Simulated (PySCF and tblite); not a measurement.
Values are calculated unless marked as measured or tabulated.
C9H10, numbered as in [cH:1]1[cH:2][cH:3][c:4]([CH:5]2[CH2:6][CH2:7]2)[cH:8][cH:9]1.

Conformers came from 90 starts (ETKDG and KDG, MMFF94s, GFN2-xTB); geometries are PBE0-D3(BJ)/def2-SVP. Weights use CAM-B3LYP-D3(BJ)/def2-SVPD (IEF-PCM, chloroform) energies plus GFN2-xTB zero-point and thermal terms (modes under about 100 cm⁻¹ blended into free rotors). Symmetry numbers and mirror images are counted. Conformers within 3 kcal/mol (GFN2-xTB free energy) were kept, 8 at most. GIAO shieldings: WP04/pcSseg-1 (IEF-PCM, chloroform). Shifts are against TMS (¹H), TMS (¹³C) at the same level; of two unlike H on one atom, a is the less shielded. Programs: PySCF with density fitting and tblite.

Task: What shifts does this protocol give at 298.15 K under fast conformational exchange?

Result: ¹H: 7.15 (H2/H9, 2H), 7.06 (H1, 1H), 6.99 (H3/H8, 2H), 1.72 (H5, 1H), 1.02 (H6a/H7a, 2H), 0.70 (H6b/H7b, 2H) ppm. ¹³C: 151.8 (C4), 133.9 (C2/C9), 132.6 (C3/C8), 131.3 (C1), 19.7 (C5), 13.8 (C6/C7) ppm.

Task: How do the conformers differ?

Result: Torsions listed: C3–C4–C5–C6.
| conformer | shape | weight % |
| --- | --- | --- |
| 1 | -146° | 71.4 |
| 2 | -55° | 28.6 |

```csv
signal,1,2,average
H1,7.04,7.12,7.06
H2/H9,7.14,7.19,7.15
H3/H8,6.88,7.28,6.99
H5,1.64,1.94,1.72
H6a/H7a,1.09,0.85,1.02
H6b/H7b,0.75,0.58,0.70
C1,131.0,132.3,131.3
C2/C9,134.0,133.8,133.9
C3/C8,130.8,137.0,132.6
C4,152.2,150.7,151.8
C5,19.6,19.8,19.7
C6/C7,15.8,9.1,13.8
```

Task: Which signal moves most, for its nucleus, between 150 and 400 K through the change of populations alone?

Result: C6/C7: 15.2 ppm at 150 K, 14.7 ppm at 200 K, 14.2 ppm at 250 K, 13.8 ppm at 298.15 K, 13.3 ppm at 400 K. Exchange is taken as fast throughout; ring flips and hindered rotations can be slow on the NMR time scale at the lower temperatures.

Shifts are unscaled: against experiment ¹³C can be off by 15 ppm or more and ¹H by 0.8 ppm.
